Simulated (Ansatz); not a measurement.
Ideal-gas functions of `N[Si](N)(Br)Br` at 800 K and 1 bar, from an Ansatz frequency run at PBE0-D4/def2-TZVP.

Molar mass 219.94 g/mol, point group C2 (symmetry number 2), electronic degeneracy 1, moments of inertia 236.016, 575.017, 678.918 u Å². Harmonic wavenumbers (cm⁻¹, unscaled): 109, 165, 224, 226, 232, 268, 367, 403, 410, 438, 473, 833, 837, 888, 961, 1569, 1572, 3603, 3604, 3705, 3707.

Use S(trans) = R[1.5 ln M + 2.5 ln T − 1.1517]; rotational temperatures θ = 24.2544 K / I; S(rot) = R[ln(√π/σ · √(T³/θAθBθC)) + 1.5]; for each mode x = 1.438777 ν̃/T, S = R[x/(eˣ − 1) − ln(1 − e⁻ˣ)] and H = RT x/(eˣ − 1); 1 cm⁻¹ = 0.0119627 kJ/mol; R = 8.31446 J/(mol·K).

**Question.** By hand: the entropy, in J/(mol·K).

**Answer.** Translation 196.6. Rotation: θ = 0.1028, 0.0422, 0.0357 K, giving 131.3. Vibration, mode by mode: 21.88, 18.45, 15.93, 15.86, 15.64, 14.46, 11.92, 11.17, 11.03, 10.51, 9.91, 5.69, 5.66, 5.25, 4.73, 1.99, 1.99, 0.10, 0.10, 0.08, 0.08, in all 182.4. Electronic 0.0. Sum 510.3 J/(mol·K).

**Question.** By hand: H − E and G − E in kJ/mol, counted from the electronic energy.

**Answer.** Zero-point energy ½ × 24594 × 0.0119627 = 147.1; thermal vibration 68.9; translation, rotation and pV give 4 RT = 26.6. H − E = 242.6 kJ/mol, and G − E = 242.6 − 800 × 510.3/1000 = -165.6 kJ/mol.

Vibration gives 36 % of the entropy, 21.9 J/(mol·K) of it from the mode under 150 cm⁻¹: soft modes count most, and the harmonic formula is weakest for them. The sum counts one conformer and one mirror image; others add a mixing term.
